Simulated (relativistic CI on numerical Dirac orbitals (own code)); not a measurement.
Method of calculation: Dirac-Coulomb-Breit CI, orbitals from a KLI potential per configuration, model QED (radiative potential, 1s self-energy scaled to tabulated hydrogen-like ionisation energies), unscaled Slater integrals (own radial code, finite nucleus).

The strongest absorption lines from the ground level of an ion, among the configurations computed and to levels below about 1890 eV (vacuum wavelength in Å, gf): 9.7781 (0.073), 9.9295 (0.06), 13.832 (0.19), 14.397 (0.19), 75.873 (0.99), 140.81 (0.26).

Q: Which ion is it?
A. Sm XXXIV
B. W XLVI
C. Yb XLII
D. Yb XL

A: C. Yb XLII has 29 electrons and the ground level 3d¹⁰4s ²S1/2; the strongest line goes to 3d¹⁰4p ²P°3/2. The pattern of lines fixes the number of electrons, and along that sequence the line energies rise steadily with the charge (about as its square where n changes within one kind of shell, about linearly where n is kept but much faster in heavy ions where fine structure, which grows about as Z⁴, sets the gap, and irregularly where shells cross), which fixes Z. Configurations outside the model, such as inner-shell arrays, can give stronger lines. At this charge energies of transitions that change n are usually good to better than 1 %, and those within a shell (Δn = 0) to a few per cent.

LS names give the leading component of a level, which can be under half, so a name can repeat, a term be missing and a line seem to break the LS rules.
